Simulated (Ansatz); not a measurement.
Job for Ansatz (a first-principles code): U-CCSD(T)/def2-TZVPP on H2OPb (SMILES [OH][PbH]), a point of a bond scan (R = 1.879 Å). Elements past Kr take the def2 small-core potentials; no spin–orbit coupling. The run froze 10 orbitals, filled d shells among them.

Ansatz 0.2 input:
```yaml
crystal:
  periodic: [false, false, false]
  atoms:
    - {symbol: Pb, position_ang: [-0.12011852, -0.10155163, 0.14050756]}
    - {symbol: H, position_ang: [-1.48640490, 0.02135024, -1.14319190]}
    - {symbol: O, position_ang: [1.29889476, 0.89352213, -1.05799410]}
    - {symbol: H, position_ang: [0.94496580, 1.15770660, -1.91447494]}
basis:
  gaussian:
    orbitals: def2-TZVPP
correlation: {method: ccsd_t, electrons: outside_noble_gas}
scf: {omitted_lower_state_checks: [cluster_reference]}
magnetization: {spin_polarized: true, initial_magnetization: 0}
```

It printed:

```
WARN ansatz: RAYON_NUM_THREADS=1 ignored (pool sized by the plan → 1); use --threads N
Functional definition: HF
these checks for a lower state are left out or cut short: cluster_reference
integrals: 0.22 GiB planned
842 factors; integrals over basis functions are off by at most 7.6e-4 eV
mean field: 0.30 GiB planned
mean field evaluation 1: about -7286.0126 eV, gradient 3.0e1 eV
mean field evaluation 2: about -7286.0129 eV, gradient 3.0e1 eV
mean field evaluation 4: about -7289.4716 eV, gradient 1.7e0 eV
mean field evaluation 8: about -7289.5031 eV, gradient 1.0e-3 eV
mean field evaluation 16: about -7288.2074 eV, gradient 5.6e0 eV
mean field -7289.50308483 eV, -267.8842973649 hartree, gradient 2.0e-6 eV, S^2 0.000000; 3 other end points of the search recorded, 0 dependent functions left out
10 core orbitals not correlated, not the lowest: weight in the atoms' cores, before any rotation towards them, 0.936 or more for the frozen orbitals, at most 0.084 for the correlated occupied ones
reference -7289.50308483 eV, -267.8842973649 hartree; 6, 6 occupied and 93, 93 virtual orbitals, 842 factors
second order -9.14824705 eV of doubles, -0.00000000 eV of singles
coupled cluster: 0.55 GiB planned
cycle   1  -9.09282878 eV  change    5.5e-2 eV  update   9.8e-2
cycle   2  -9.36471788 eV  change   -2.7e-1 eV  update   3.9e-2
cycle   3  -9.47098407 eV  change   -1.1e-1 eV  update   2.3e-2
cycle   4  -9.47004779 eV  change    9.4e-4 eV  update   7.5e-3
cycle   5  -9.46701902 eV  change    3.0e-3 eV  update   4.0e-3
cycle   6  -9.46804390 eV  change   -1.0e-3 eV  update   1.6e-3
cycle   7  -9.46769490 eV  change    3.5e-4 eV  update   6.5e-4
cycle   8  -9.46765085 eV  change    4.4e-5 eV  update   1.8e-4
cycle   9  -9.46771896 eV  change   -6.8e-5 eV  update   8.0e-5
cycle  10  -9.46770503 eV  change    1.4e-5 eV  update   2.9e-5
cycle  11  -9.46769862 eV  change    6.4e-6 eV  update   1.3e-5
perturbative correction -0.35144367 eV, -0.0129153167 hartree
Total energy: -7299.32222713 eV, -268.2451441885 hartree
Checks for a lower state left out: cluster_reference
```

Self-consistency was reached.

Cost: roughly 9 core-seconds.
